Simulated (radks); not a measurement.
Values are calculated unless marked as measured or tabulated.
Problem. Neutral zirconium, configuration [Kr] 5s2 4d(up 1.75, down 0.25) (fractional occupations, a model configuration). Level of theory: scalar-relativistic Kohn-Sham, PBEsol, spin-polarised, spherical densities, point nucleus (a radial shooting solver on a logarithmic mesh with Libxc functionals). Some entries of the table are withheld. Estimate them.

orbital,occ.,eigenvalue (Ry),r(max) (bohr),<r^2> (bohr^2)
1s down,1,-1309.253,0.02415,0.001854
1s up,1,-1309.253,0.02415,0.001854
2s up,1,-181.4183,0.1370,0.03120
2s down,1,-181.4105,0.1370,0.03120
2p up,3,-161.8144,0.1095,0.02457
2p down,3,-161.8086,0.1095,0.02456
3s up,1,-29.70736,0.4084,0.2414
3s down,1,-29.70267,0.4085,0.2414
3p up,3,-23.32318,0.4024,0.2492
3p down,3,-23.31801,0.4024,0.2492
3d up,5,-12.83767,0.3472,0.2480
3d down,5,-12.82995,0.3472,0.2479
4s up,1,-4.02173,1.078,1.674
4s down,1,-3.97098,1.076,1.663
4p up,3,(1),(2),(3)
4p down,3,(4),(5),(6)
5s up,1,-0.34412,3.110,15.25
5s down,1,-0.30693,3.201,16.41
4d up,1.75,-0.29283,1.605,6.393
4d down,0.25,-0.22816,1.598,7.015

Solution. 
(1) 4p up eigenvalue (Ry): -2.40707
(2) 4p up r(max) (bohr): 1.181
(3) 4p up <r^2> (bohr^2): 2.162
(4) 4p down eigenvalue (Ry): -2.34782
(5) 4p down r(max) (bohr): 1.177
(6) 4p down <r^2> (bohr^2): 2.145
